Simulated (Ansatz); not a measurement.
System (SMILES): Cl[C]F (closed-shell singlet).
Geometry (B3LYP-D3(BJ)/def2-TZVP, fixed):
```
C
F 1 1.2975
Cl 1 1.7557 2 106.70
```

Basis-set convergence of the dipole moment at PBE0 with Ansatz (a quantum-chemistry and plane-wave program). Dipoles come from the density behind the forces; the sign is taken along the dipole that this method gives in the largest set. Cartesian d functions, on some or all atoms, in 6-31G**, 6-311G**, 6-311+G**; all else is spherical. The program fits the integrals of some runs and decomposes those of others, by size. No added dispersion term, no relativity. Reference: the value in aug-pcseg-3, 0.748 D, itself unsure by roughly 0.003 D (its mean distance from aug-cc-pV(Q+d)Z, def2-QZVPPD). Deviations are taken from unrounded values.

```csv
basis,functions,dipole moment (D),minus reference (D)
pcseg-0,31,0.732,-0.016
6-31G**,49,0.758,0.011
6-311G**,63,0.723,-0.025
def2-SVPD,70,0.779,0.031
6-311+G**,75,0.763,0.015
cc-pV(T+d)Z,99,0.761,0.014
def2-TZVPPD,128,0.747,-0.001
def2-QZVPP,184,0.751,0.004
pcseg-3,184,0.752,0.004
```
